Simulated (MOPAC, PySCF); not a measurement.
Species: BeCl (charge +1, singlet). SMILES: [Be+][Cl]
Structure (B3LYP-D3(BJ)/def2-TZVP (Ansatz) minimum search):
```xyz
2

Be     0.0000     0.0000    -1.3984
Cl     0.0000     0.0000     0.3290
```
Charge +1, spin multiplicity 1.

Unscaled harmonic wavenumbers (cm⁻¹) in rising order, each level at the stationary point that it reaches from this structure (no distance between atoms moves by over 0.3 Å); the order of modes can differ between levels, and a negative number is imaginary. B3LYP-D3(BJ)/def2-TZVP (PySCF, at the structure above): 995.

PM3 (MOPAC): 676. Zero-point energy 1.0 against 1.4 kcal/mol; where all levels lie over 400 cm⁻¹, the wavenumbers are on average 0.680 times those of B3LYP-D3(BJ)/def2-TZVP.

PM6 (MOPAC): 1079. Zero-point energy 1.5 against 1.4 kcal/mol; where all levels lie over 400 cm⁻¹, the wavenumbers are on average 1.085 times those of B3LYP-D3(BJ)/def2-TZVP.
